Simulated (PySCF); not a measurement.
# ZrCl: from constants to spectrum

UHF-CCSD(T) constants of ZrCl, ⁴Σ⁻ (quartet), unpaired electrons σ ↑, δ ↑↑ (PySCF, scalar-relativistic core potentials, basis sets Zr def2-TZVPPD with ECP28, Cl def2-TZVPPD; masses 89.9047 and 34.9689 u):

- ωe: 386.8 cm⁻¹
- ωexe: 1.1 cm⁻¹
- Be: 0.1215 cm⁻¹
- αe: 0.000489 cm⁻¹
- De to Zr (4d2 5s2) + Cl: 4.42 eV

(1) What force constant and bond length do these constants imply?

(2) Estimate the centrifugal constant D from the Kratzer relation and find the Dunham coefficient a1.

Correlated steps freeze 5 core orbitals. These are scalar-relativistic numbers at best; spin–orbit coupling would shift them, the dissociation energy most. With d or f electrons several states lie close, and the lowest PBE0 determinant need not be the measured ground state.

## Answers

(1) Reduced mass μred = 25.176 u; k = 5.8918×10⁻⁷·μred·ωe² (u, cm⁻¹, mdyn/Å) = 2.22 mdyn/Å; Re = √(16.8576/(μred·Be)) (u, cm⁻¹, Å) = 2.348 Å.

(2) D = 4Be³/ωe² = 4.8e-08 cm⁻¹; a1 = −1 − αeωe/(6Be²) = -3.14.
